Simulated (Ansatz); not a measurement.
Mulliken charges of F2H2Se2Ti, SMILES `[F][Ti]([F])([SeH])[SeH]` from B3LYP/def2-TZVPP in Ansatz (PBE0-D4/def2-TZVP geometry).

| atom | x (Å) | y (Å) | z (Å) | charge (e) |
| --- | --- | --- | --- | --- |
| F1 | -0.187 | -2.163 | -0.228 | -0.362 |
| Ti2 | 0.293 | -0.564 | 0.263 | 0.802 |
| F3 | 1.536 | -0.450 | 1.477 | -0.362 |
| Se4 | -1.560 | 0.652 | 1.212 | -0.096 |
| Se5 | 0.980 | 0.493 | -1.792 | -0.096 |
| H6 | -2.381 | 0.278 | 0.048 | 0.057 |
| H7 | 1.380 | 1.686 | -1.026 | 0.057 |

Task: By hand: the dipole of these point charges (1 e Å = 4.8032 D).

Result: Σ q r = (-0.255, 0.496, -0.241) e Å, of length 0.608 e Å = 2.92 D.

Task: How does the dipole of the full density compare? (Estimate.)

Result: Ansatz gave: (-0.092, 0.178, -0.087) e Å, 1.05 D; the point charges give 2.78 times that, at 0° from its direction.

Point charges leave out the atoms' own dipoles, such as those of lone pairs, and Mulliken's split depends on the basis, so the two needn't agree.

B3LYP here is the variant with VWN-RPA as its local correlation; programs differ in this.
